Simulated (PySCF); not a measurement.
ZrCl₄, SMILES [Cl][Zr]([Cl])([Cl])[Cl], multiplicity 1. Geometry optimised at PBE-D3(BJ)/def2-SVP. The multiplicity is an assumed one; other spin states were not compared. The isomer is the one that the SMILES or the coordinates give; other isomers of the formula were not compared. The def2 effective core potentials stand for the cores of Zr; spin–orbit coupling is left out.

Calculation: PBE-D3(BJ)/def2-SVP in PySCF 2.14.0.

Harmonic wavenumbers (cm⁻¹): 93, 93, 101, 101, 101, 364, 420, 420, 420. Rotational constants (GHz): 0.9813, 0.9813, 0.9813; symmetry number 12.

Q: Work out the zero-point energy and the ideal-gas rigid-rotor harmonic-oscillator thermochemistry at 298.15 K and 1 atm.

A: ZPE = ½ Σ hcν = ½ × 2113 cm⁻¹ = 12.64 kJ/mol. H − E(el) = 35.45 kJ/mol. Entropy in J/(mol K): translation 176.73, rotation 105.74, vibration 89.02, total 371.49. G − E(el) = -75.31 kJ/mol. Cp = 98.45 J/(mol K). Modes under 150 cm⁻¹ make the vibrational entropy uncertain.
